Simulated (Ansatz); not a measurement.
C3H6AlN can be A, `[CH3][Al]([CH3])[C]#N`, or B, `N=[CH][Al]1[CH2][CH2]1`.

Program: Ansatz. Geometries: PBE0-D4/def2-TZVP. ΔE: electronic, gas phase. CBS: MP2 limit from def2 TZ/QZ plus the TZ coupled-cluster correction, frozen cores. DFT in def2-TZVPP. Each species was taken in one conformer, which may not be the lowest.

Question: Which isomer does CCSD(T)/CBS put lower? Give the gap. (Estimate.)

Answer: The calculation gave: A, by 74.4 kcal/mol.

Question: Give E(B) − E(A) in kcal/mol with B2PLYP, r2SCAN-D4, CCSD(T)/def2-SVP, MP2/def2-TZVPP, PBE-D4, PBE0-D4, BLYP-D4. (Best estimate.)

Answer: The calculation gave: B2PLYP 75.7, r2SCAN-D4 70.9, CCSD(T)/def2-SVP 75.4, MP2/def2-TZVPP 77.8, PBE-D4 65.4, PBE0-D4 67.7, BLYP-D4 71.7. None reverses the order clearly.

Question: Does the order hold for the free energy at 298.15 K (harmonic terms from PBE0-D4)? (Estimate.)

Answer: The calculation gave: Yes: G(B) − G(A) = +77.8 kcal/mol, for one conformer each. Modes under 60 cm⁻¹, often nearly free rotors, make the harmonic entropy too high.

Largest T1 diagnostic: 0.013.

From PBE to PBE0 (25 % exact exchange), in def2-TZVPP and without D4, E(B) − E(A) moves by +2.2 kcal/mol. At CCSD(T), def2-SVP lies +1.0 kcal/mol from the extrapolated value and def2-TZVPP +0.7 kcal/mol.
